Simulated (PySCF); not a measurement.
An unknown shows these calculated signals:

$^{1}$H NMR (500 MHz, computed): δ 7.25 (s, 1H), 6.96 (m, 1H), 6.44 (m, 1H), 5.06 (m, 1H), 3.94 (s, 3H), 2.31 (s, 3H).

$^{13}$C{$^{1}$H} NMR (computed): δ 151.3 (C), 134.4 (CH), 128.1 (CH), 126.8 (C), 105.6 (CH2), 58.3 (CH3), 9.1 (CH3).

Theory: GFN2-xTB structure, NMR shieldings at PBE0/pcSseg-1/GIAO, in PySCF 2.14.0 with density-fitted response routines (no solvent, equivalent nuclei averaged, relativity neglected, a single conformation).

Referencing at the same level of theory: $^{1}$H and $^{13}$C vs TMS.

Q: Which of these does the molecule contain: a methoxy group, a vinyl group CH=CH2, a Si–H bond, a heteroaromatic ring, an S-methyl group, a carboxylic acid?

A: 
- A methoxy group: yes (δC 58.3; δH 3.94 (s)).
- A vinyl group CH=CH2: yes (δC 105.6, 134.4; δH 5.06 (m), 6.44 (m), 6.96 (m)).
- A Si–H bond: no.
- A heteroaromatic ring: yes.
- An S-methyl group: no.
- A carboxylic acid: no.

The data belong to SMILES C=Cn1ncc(OC)c1C, C7H10N2O; they needn't prove each group on their own.

Carbon signals by region: 5 in the sp2 and nitrile region (100–160 ppm), 1 at 50–100 ppm, 1 below 50 ppm.

Shifts are as computed. Against solution values, carbons near 30 ppm lie about +3 ppm off and those near 130 ppm about +5 ppm. Of 1211 compounds with measured shifts, 218 miss one by over three times the rms of a fit or turn the order of signals round; such compounds aren't used in these exercises. Multiplicities follow the n + 1 count of equivalent neighbours, as no J values were calculated; m marks all less simple cases, F and P coupling included.
